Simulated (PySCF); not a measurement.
Input for PySCF: R-HF/STO-3G on H4MgSi (SMILES [MgH][SiH3]), a point of a bond scan (R = 2.042 Å).

```python
from pyscf import gto, scf, dft, mp
from pyscf.data.elements import chemcore

mol = gto.M(
    atom='''
    Mg   -1.27392741   -0.69923846   -0.17849356
    H    -3.05078165   -1.67452545   -0.42745360
    Si    0.97176783    0.53338788    0.13615713
    H     1.61305573    0.24973858    1.45235735
    H     0.83766034    2.01691253    0.06363188
    H     1.98630247    0.16875768   -0.89430607
    ''',
    basis='sto-3g',
    charge=0, spin=0, verbose=3, max_memory=1800)
mf = scf.RHF(mol)
mf.conv_tol = 1e-8
mf.max_cycle = 100
mf.kernel()
if not mf.converged:
    mf = mf.newton().run(mf.mo_coeff, mf.mo_occ)
```

Task: What total energy does the run end on?

Result: -484.9389 hartree.
